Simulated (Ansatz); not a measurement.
Job for Ansatz (a quantum-chemistry and plane-wave program): R-CCSD(T)/aug-cc-pVDZ on C2H3F (SMILES C=CF) with ghost functions, monomers drawn apart or pushed together.

Ansatz 0.2 input:
```yaml
crystal:
  periodic: [false, false, false]
  atoms:
    - {symbol: C, position_ang: [0.98339759, -0.65298398, 2.49991143]}
    - {symbol: C, position_ang: [-0.28857156, -0.44597534, 2.76435999]}
    - {symbol: F, position_ang: [-1.18060437, -0.11949957, 1.78992616]}
    - {symbol: H, position_ang: [1.37563024, -0.57352153, 1.49471974]}
    - {symbol: H, position_ang: [1.64900972, -0.90758084, 3.31169928]}
    - {symbol: H, position_ang: [-0.77219074, -0.50038747, 3.72968369]}
basis:
  gaussian:
    orbitals: aug-cc-pVDZ
    ghost_atoms:
      - {symbol: O, position_ang: [0.33121130, -0.11506841, -0.57489067]}
      - {symbol: H, position_ang: [0.03161926, -0.85918360, -1.10668009]}
      - {symbol: H, position_ang: [-0.36169966, 0.02173450, 0.08274896]}
magnetization: {spin_polarized: false}
correlation: {method: ccsd_t, electrons: outside_noble_gas}
scf: {lower_state_search: off}
```

Task: Give the final energy of this run.

Result: -177.4297 hartree (reference determinant -176.9081, T1 diagnostic 0.013).

Task: How many basis functions does it have, and what does it roughly cost on one machine?

Result: 137 functions; about 25 core-seconds (a rough figure).
